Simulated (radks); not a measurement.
Question: Ca, configuration [Ar] 4s1 5s1 (not the ground configuration). Calculated with a radial shooting solver on a logarithmic mesh with Libxc functionals: scalar-relativistic Kohn-Sham, PBE, spin-polarised, spherical densities, point nucleus; open shells are filled with parallel spins first. Some entries of the table are withheld. Estimate them.

| orbital | occ. | eigenvalue (eV) | <r^2> (bohr^2) | <1/r> (bohr^-1) |
|---|---|---|---|---|
| 1s up | 1 | -3953.106 | 0.007943 | 19.74 |
| 1s down | 1 | -3953.073 | 0.007943 | 19.74 |
| 2s up | 1 | -418.0445 | 0.1572 | 4.047 |
| 2s down | 1 | -418.0096 | 0.1572 | 4.047 |
| 2p up | 3 | -338.4132 | 0.1330 | 3.949 |
| 2p down | 3 | -338.3799 | 0.1330 | 3.949 |
| 3s up | 1 | -50.7347 | 1.542 | 1.209 |
| 3s down | 1 | -50.6068 | 1.536 | 1.210 |
| 3p up | 3 | (1) | 1.904 | 1.077 |
| 3p down | 3 | (2) | 1.885 | 1.080 |
| 4s up | 1 | -6.2811 | 15.07 | 0.3578 |
| 5s up | 1 | -1.4333 | 100.7 | 0.1310 |

Answer: 
(1) 3p up eigenvalue (eV): -31.6472
(2) 3p down eigenvalue (eV): -31.4822
